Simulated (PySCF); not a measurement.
**`Brc1cnc2nsnc2n1`, C4HBrN4S**

Geometry:
| atom | x (Å) | y (Å) | z (Å) |
| --- | --- | --- | --- |
| Br1 | 3.292 | 1.250 | 0.381 |
| C2 | 1.587 | 0.577 | -0.063 |
| C3 | 1.554 | -0.565 | -0.953 |
| N4 | 0.441 | -1.119 | -1.332 |
| C5 | -0.685 | -0.551 | -0.835 |
| N6 | -1.919 | -0.965 | -1.098 |
| S7 | -2.908 | 0.027 | -0.273 |
| N8 | -1.832 | 1.012 | 0.444 |
| C9 | -0.635 | 0.589 | 0.055 |
| N10 | 0.541 | 1.145 | 0.432 |
| H11 | 2.500 | -0.978 | -1.319 |

Computed with quadratic response CAM-B3LYP/aug-cc-pVDZ first hyperpolarisability, Taylor convention, gas phase (PySCF 2.14.0). Geometry: PBE0-D3(BJ)/def2-SVP.

The calculation is non-relativistic, which matters for the atoms heavier than Zn.

Q: Give the tensor of the static β(0;0,0) in the axes of these coordinates.

A: In au, Taylor convention; rows are the first index (the induced dipole):
|  | xx | yy | zz | xy | xz | yz |
| --- | --- | --- | --- | --- | --- | --- |
| x | +290.2 | -42.2 | -29.2 | +40.0 | +16.8 | -33.9 |
| y | +40.0 | -16.9 | -3.1 | -42.2 | -33.9 | -3.5 |
| z | +16.8 | -3.5 | -8.5 | -33.9 | -29.2 | -3.1 |

Norm of βᵢ = ⅓ Σⱼ (βᵢⱼⱼ + βⱼᵢⱼ + βⱼⱼᵢ): 219.8 au, hyper-Rayleigh value 117.0 au.
